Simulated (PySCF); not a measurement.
Al(Me)2(F) (C2H6AlF), SMILES [CH3][Al]([CH3])[F].

Geometry optimised at B3LYP-D3(BJ)/def2-SVP. The isomer is the one that the SMILES or the coordinates give; other isomers of the formula were not compared.

Computed with PBE/def2-TZVP (PySCF).

The total energy is -421.92141 hartree. The highest occupied level is -6.64 eV, the lowest empty level is -1.12 eV and the orbital gap is 5.53 eV. The dipole moment comes out as 1.89 D. The quadrupole, principal values (traceless, Buckingham form, about the centre of nuclear charge) comes out as -5.88, -0.29, 6.17 D·Å. The mean static polarisability is 51.0 bohr³ (7.55 Å³) and the polarisability, principal values is 43.5, 48.1, 61.2 bohr³.
